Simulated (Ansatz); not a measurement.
Relaxation of the cluster CdCl4 with RKS PBE0-D4/def2-SVP.

```sh
$ ansatz run in.yaml --threads 4 --pin off --events-out ev --progress --plain --max-ram 4787MiB
```

```yaml
crystal:
  periodic: [false, false, false]
  atoms:
    - {symbol: Cd, position_ang: [-0.871660, 0.856770, -0.130060]}
    - {symbol: Cl, position_ang: [-2.683830, -0.482600, -0.162150]}
    - {symbol: Cl, position_ang: [0.517070, -1.319330, 0.141430]}
    - {symbol: Cl, position_ang: [0.549520, 2.592360, -0.152320]}
    - {symbol: Cl, position_ang: [2.488900, -1.647200, 0.303100]}
basis:
  gaussian: {orbitals: def2-SVP}
hamiltonian: {xc: pbe0, dispersion: d4}
scf: {lower_state_search: "off"}
output: {orbitals: {seedname: orbitals}}
relax: {f_tol: 0.02, max_steps: 100}
```

It took 7.5 s on 4 threads of Arm Neoverse V2 on a shared host.

Positions (Å) and forces (eV/Å) at steps 1, 2, 3, 4, 7 of 7:

```xyz
5
step=1 energy=-54623.9061 eV
Cd   -0.872    0.857   -0.130   -0.333    0.819   -0.087
Cl   -2.684   -0.483   -0.162   -0.457   -0.557    0.008
Cl    0.517   -1.319    0.141   -0.395   -0.876    0.040
Cl    0.550    2.592   -0.152    0.514    0.605   -0.008
Cl    2.489   -1.647    0.303    0.671    0.009    0.047
5
step=2 energy=-54624.1254 eV
Cd   -0.880    0.962   -0.138   -0.111    0.276   -0.028
Cl   -2.630   -0.543   -0.154    0.190   -0.049    0.018
Cl    0.461   -1.505    0.151    0.025   -0.202    0.015
Cl    0.553    2.747   -0.164   -0.012   -0.071    0.003
Cl    2.497   -1.661    0.305   -0.091    0.046   -0.009
5
step=3 energy=-54624.1599 eV
Cd   -0.887    1.050   -0.144   -0.049   -0.057    0.001
Cl   -2.470   -0.651   -0.133    0.092    0.135   -0.003
Cl    0.364   -1.568    0.147   -0.015    0.049   -0.007
Cl    0.585    2.801   -0.166   -0.092   -0.067   -0.002
Cl    2.408   -1.632    0.297    0.063   -0.060    0.010
5
step=4 energy=-54624.1650 eV
Cd   -0.895    1.052   -0.145   -0.022   -0.005   -0.001
Cl   -2.482   -0.628   -0.136    0.058    0.029    0.003
Cl    0.389   -1.563    0.148   -0.008    0.025   -0.004
Cl    0.557    2.814   -0.169   -0.033   -0.016   -0.001
Cl    2.431   -1.675    0.302    0.005   -0.033    0.004
5
step=7 energy=-54624.1709 eV
Cd   -0.887    1.099   -0.147    0.000    0.003    0.000
Cl   -2.398   -0.646   -0.128   -0.002   -0.003    0.000
Cl    0.401   -1.546    0.145    0.004    0.000    0.000
Cl    0.457    2.938   -0.187    0.001    0.000    0.000
Cl    2.428   -1.846    0.316   -0.003    0.000    0.000
```

In the def2 sets Cd takes a core potential; there is no spin–orbit coupling. The structure comes from a short search, and lower isomers may exist.
